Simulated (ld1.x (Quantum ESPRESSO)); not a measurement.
## Ga, RRKJ: configuration errors across variants

* Element: gallium (Ga)
* Generator: ld1.x (Quantum ESPRESSO) 7.5
* Type: norm-conserving RRKJ (Kleinman–Bylander form)
* Functional: PBEsol
* Relativity: scalar-relativistic
* Frozen core: [Ar] 3d10
* Valence charge: 3
* Reference configuration: 4s2 4p0 (charge +1)
* Partial waves: 4p (bound, empty): rc 2.25 bohr; 4s (bound): rc 1.90 bohr
* Local potential: the s channel
* Core correction: a·sin(br)/r model core inside 1.70 bohr
* rho0: 0.01

All-electron excitation energies from the reference (eV): (1) 4s2 4p1 -5.679; (2) 4s1 4p0 21.136; (3) 4s2 4p0.5 -3.653; (4) 4s1 4p1 7.405; (5) 4s1 4p2 0.872; (6) 4s0 4p3 7.711; (7) 4s2 4p1.3 -6.210.

Errors AE − PS in meV (a dash: test not solved or not reliable):

| change | (1) | (2) | (3) | (4) | (5) | (6) | (7) | bound ghosts |
| --- | --- | --- | --- | --- | --- | --- | --- | --- |
| base | -10 | -116 | -3.7 | -24 | -11 | -57 | -12 | none |
| all radii but the core radius scaled by about 0.79 (s 1.50, p 1.78 bohr) | -10 | -116 | -3.8 | -20 | -7.5 | -43 | -13 | none |
| all radii but the core radius scaled by about 1.11 (s 2.10, p 2.50 bohr) | -9.5 | -118 | -3.5 | -26 | -13 | -67 | -12 | none |
| all radii but the core radius scaled by about 1.23 (s 2.34, p 2.78 bohr) | -8.7 | -123 | -3.1 | -31 | -17 | -82 | -11 | none |
| all radii but the core radius scaled by about 1.33 (s 2.52, p 3.00 bohr) | -8.5 | -129 | -2.8 | -36 | -21 | -100 | -11 | none |

(1) Give the same row for: all radii but the core radius scaled by about 0.91 (s 1.72, p 2.04 bohr).

Answers

(1) -10, -116, -3.8, -22, -9.5, -51, -13; bound ghosts: none.
